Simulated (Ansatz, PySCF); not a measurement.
System: sum formula SnOCl (charge 0, doublet). It need not be the lowest isomer of its formula. 
Structure (B3LYP-D3(BJ)/def2-TZVP (Ansatz, a first-principles code) minimum search):
```xyz
3

Sn    -0.2985     0.3977    -0.2587
O     -1.4152    -1.2513    -0.2981
Cl     1.5439    -0.5808     0.9012
```
Charge 0, spin multiplicity 2.

Total electronic energies in hartree. Cores are frozen in the correlated levels unless marked. UHF or UKS for open shells. Spin-orbit coupling is left out. Frozen are the shells of the preceding noble gas and the d and f shells that filled before the atom's block. In def2 rows, elements after Kr have scalar-relativistic effective core potentials. CBS(X,Y): correlation extrapolated as X^-3; Hartree-Fock from the larger set. [CCSD(T)-MP2]/basis is that difference in the basis named.

```csv
level,program,energy (Eh)
HF/def2-TZVPPD,Ansatz,-747.79468
HF/def2-QZVPP,Ansatz,-747.81188
HF-D4/def2-TZVPD,PySCF + dftd4,-747.80386
RI-HF/def2-TZVPP,Ansatz,-747.79303
PBE/def2-TZVPD,Ansatz,-749.51675
PBE-D3(BJ)/def2-TZVPD,Ansatz + dftd3,-749.51913
BLYP/def2-TZVPD,PySCF,-749.73172
r2SCAN-D3(BJ)/def2-TZVPD,Ansatz + dftd3,-749.79458
PBE0/def2-SVP,Ansatz,-749.28286
PBE0-D3(BJ)/def2-TZVPD,Ansatz + dftd3,-749.55284
PBE0-D4/def2-TZVPD,Ansatz + dftd4,-749.55301
r2SCANh-D4/def2-TZVPD,Ansatz + dftd4,-749.77486
r2SCANh/def2-TZVPD,Ansatz,-749.77421
r2SCAN0/def2-TZVPD,Ansatz,-749.74625
MN15/def2-TZVPD,PySCF,-749.14198
HSE06-D4/def2-TZVPD,Ansatz + dftd4,-749.54072
B2GP-PLYP-D3(BJ)/def2-TZVPD,Ansatz + dftd3,-749.19152
RPA@PBE/def2-QZVPP,Ansatz,-748.61051
RI-MP2/def2-TZVPPD,Ansatz,-748.25062
RI-MP2/def2-QZVPP,Ansatz,-748.30822
CCSD/def2-TZVPP,Ansatz,-748.27880
CCSD(T)/def2-TZVPP,Ansatz,-748.29894
"RI-MP2/CBS(def2-TZVPPD,def2-QZVPPD)+[CCSD(T)-MP2]/def2-TZVPPD",Ansatz,-748.3930
```

Totals of different functionals don't rank their quality; only differences between species are comparable.
